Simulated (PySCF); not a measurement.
# Basis and Hamiltonian dependence of the excitation energy of S²⁺

S²⁺ [Ne] 3s2 3p2 (3P) → S²⁺ [Ne] 3s1 3p3, s spin flipped. All values are computed (PySCF 2.14, energy differences of UHF-based or UKS calculations, no spin-orbit coupling). Values in eV.

```json
{"basis": "aug-cc-pwCVDZ", "Hamiltonian": "non-relativistic", "functions": "36", "UHF": "15.138", "LDA": "11.223", "PBE0": "12.347", "MP2 (valence)": "13.166"}
{"basis": "aug-cc-pV(T+d)Z", "Hamiltonian": "non-relativistic", "functions": "55", "UHF": "15.109", "LDA": "11.203", "PBE0": "12.327", "MP2 (valence)": "13.047"}
{"basis": "x2c-QZVPPall", "Hamiltonian": "spin-free X2C", "functions": "70", "UHF": "15.253", "LDA": "11.350", "PBE0": "12.469", "MP2 (valence)": "13.167"}
{"basis": "dyall-av3z", "Hamiltonian": "spin-free X2C", "functions": "84", "UHF": "15.248", "LDA": "11.344", "PBE0": "12.464", "MP2 (valence)": "13.196"}
{"basis": "aug-cc-pV(Q+d)Z with one added diffuse shell each of s, p, d, f, g type", "Hamiltonian": "non-relativistic", "functions": "114", "UHF": "15.110", "LDA": "11.207", "PBE0": "12.329", "MP2 (valence)": "13.022"}
{"basis": "aug-cc-pwCVQZ", "Hamiltonian": "non-relativistic", "functions": "134", "UHF": "15.112", "LDA": "11.200", "PBE0": "12.323", "MP2 (valence)": "13.021"}
```

Frozen in the all-electron rows: valence: [Ne].

In the upper determinant the s electron has its spin opposite to the other open shell, which mixes two multiplicities.
